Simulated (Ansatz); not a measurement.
MoO4 (SMILES [O]=[Mo-2](=[O])(=[O])=[O]), charge -2, singlet, at a GFN2-xTB geometry (such geometries of metal compounds can be far from the true shape) (core potentials on Mo) (a gas-phase anion, which may not be bound at this level). Base run: PBE0/def2-SV(P) run with Ansatz (an electronic-structure program).

The Ansatz input:
Ansatz 0.2 input:
```yaml
crystal:
  periodic: [false, false, false]
  atoms:
    - {symbol: Mo, position_ang: [0.00000000, -0.00000000, 0.00000000]}
    - {symbol: O, position_ang: [1.39196717, -0.30250817, -0.96057373]}
    - {symbol: O, position_ang: [0.47788879, 0.29669542, 1.62338530]}
    - {symbol: O, position_ang: [-0.83104508, 1.37333660, -0.61245111]}
    - {symbol: O, position_ang: [-1.03881088, -1.36752385, -0.05036046]}
basis:
  gaussian:
    orbitals: def2-SV_P_.json
hamiltonian:
  xc: pbe0
total_charge: -2
```
The basis file holds def2-SV(P) in the JSON format of the Basis Set Exchange.

Variants of this job, named by their change:

| change | basis functions | E (Eh) |
|---|---|---|
| base | 80 | -368.57022 |
| basis = jorge-DZP-DKH; relativity = none | 108 | -4253.89632 |
| basis = x2c-SVPall; relativity = spin-free X2C | 109 | -4348.46906 |
| basis = jorge-DZP-DKH; relativity = spin-free X2C | 108 | -4348.39282 |
| basis = ANO-RCC-VDZP; relativity = none | 99 | -4216.36795 |
| basis = x2c-SVPall; relativity = none | 109 | -4231.93074 |
| basis = ANO-RCC-VDZP; relativity = spin-free X2C; nucleus = Gaussian | 99 | -4349.05750 |
| basis = x2c-SVPall; relativity = spin-free X2C; nucleus = Gaussian | 109 | -4348.42346 |
| basis = ANO-RCC-VDZP; relativity = spin-free X2C | 99 | -4349.11698 |
| basis = jorge-DZP-DKH; relativity = spin-free X2C; nucleus = Gaussian | 108 | -4348.34157 |

Totals shift with the method and basis; they matter in differences.

Ansatz warned in this series: the basis is contracted for relativity, which the run leaves out.

A gas-phase anion may not be bound at this level; its values then depend on the basis.

Basis sets contracted for a relativistic Hamiltonian are a mismatch without it, so the rows without relativity aren't non-relativistic limits. No row has spin-orbit coupling; sets with core potentials leave out the core electrons.
